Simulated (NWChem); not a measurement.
iodoethane (C2H5I); SMILES CCI

Results from NWChem. All runs use the structure optimised with PBE0/def2-SVP. def2 effective core potentials on I; no spin-orbit coupling.

### Question
Taking B3LYP/def2-TZVPP as the yardstick, which of these has the fewest basis functions while keeping “highest occupied level (eV)” within 0.05 eV of it: B3LYP/def2-TZVP; B3LYP/def2-SVPD; B3LYP/def2-SVP; B3LYP/def2-TZVPD?

### Answer
B3LYP/def2-SVPD.
```json
[
 {"level": "B3LYP/def2-SVP", "basis functions": "79", "highest occupied level (eV)": "-6.82", "relative time (rough)": "1"},
 {"level": "B3LYP/def2-SVPD", "basis functions": "115", "highest occupied level (eV)": "-6.97", "relative time (rough)": "2"},
 {"level": "B3LYP/def2-TZVP", "basis functions": "142", "highest occupied level (eV)": "-6.97", "relative time (rough)": "4"},
 {"level": "B3LYP/def2-TZVPD", "basis functions": "178", "highest occupied level (eV)": "-6.98", "relative time (rough)": "6"},
 {"level": "B3LYP/def2-TZVPP", "basis functions": "182", "highest occupied level (eV)": "-6.97", "relative time (rough)": "5"}
]
```

The yardstick is one finite set, not the basis-set limit.
